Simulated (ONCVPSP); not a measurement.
**Before and after: ONCV potential for Ir**

- Element: iridium
- Generator: ONCVPSP 4.0.1
- Type: optimised norm-conserving Vanderbilt (ONCV)
- Functional: revPBE
- Relativity: fully relativistic
- Frozen core: [Kr] 4d10 4f14
- Valence charge: 17
- Reference configuration: 5s2 5p6 5d7 6s2
- Partial waves: 5s+6s: rc 1.70 bohr, ncon 3, nbas 7, qcut 8.1 1/bohr, 2 projectors; 5p: rc 1.85 bohr, ncon 3, nbas 7, qcut 8.8 1/bohr, 2 projectors, debl 3.3 Ha; 5d: rc 1.55 bohr, ncon 4, nbas 7, qcut 7 1/bohr, 3 projectors, debl 1.3 Ha
- Local potential: polynomial inside 1.30 bohr (lpopt 2, dvloc0 3 Ha)
- Core correction: Teter function, fcfact 1.75, rcfact 1.1

Open shells are filled in proportion to 2j + 1.

All-electron outer shells of the reference configuration (revPBE, scalar-relativistic, ld1.x):

| shell | level (eV) | outermost node (bohr) | outermost maximum (bohr) |
| --- | --- | --- | --- |
| 5s | -97.91 | 0.50 | 0.89 |
| 4f | -62.12 | – | 0.39 |
| 5p | -54.64 | 0.54 | 1.01 |
| 5d | -7.09 | 0.59 | 1.29 |
| 6s | -6.25 | 1.17 | 2.38 |

Change: non-relativistic.

Cutoffs: the cutoffs (Ha) at which the residual kinetic energy of the hardest occupied pseudo-wave falls to 1 and 0.1 mHa per electron; they do not see the model core or the augmentation charge, which bear on the density cutoff. Errors are all-electron minus pseudo energies relative to the spin-unpolarised reference configuration.

**Question.** What does the change do?

**Answer.** The potential gets neither clearly harder nor softer (21 Ha and 26 Ha → 22 Ha and 27 Ha); of the 4 tests that both files solve, the error grows in 1 and shrinks in 2 by more than 15 % and 0.3 meV (median size 0.6 → 0.7 meV); neither file shows a bound ghost.

| quantity | base | changed |
| --- | --- | --- |
| cutoff, loose | 21 Ha | 22 Ha |
| cutoff, tight | 26 Ha | 27 Ha |
| loose cutoff by channel | s 21 Ha, p 20 Ha, d 19 Ha | s 22 Ha, p 21 Ha, d 18 Ha |
| bound ghosts | none | none |
| GHOST(+) flags under 300 eV | none | none |
| error for 5s2 5p6 5d7 6s1, meV [ΔE 9.80 → 8.15 eV] | -0.8 | -0.2 |
| error for 5s2 5p6 5d7 6s0, meV [ΔE 27.13 → 23.08 eV] | -4.5 | -0.8 |
| error for 5s2 5p6 5d6 6s0, meV [ΔE 57.58 → 54.40 eV] | -0.5 | +1.0 |
| error for 5s2 5p6 5d7 6s1 6p1, meV [ΔE 5.25 → 3.76 eV] | +0.3 | +0.5 |
| s: phases at 1.73 bohr within 0.05 rad from the reference energy up to (Ha; the scan ends near 5) | to the end of the scan | to the end of the scan |
| rms error of d²Exc/dni dnj with the model core, mHa | 6.53 | 2.07 |
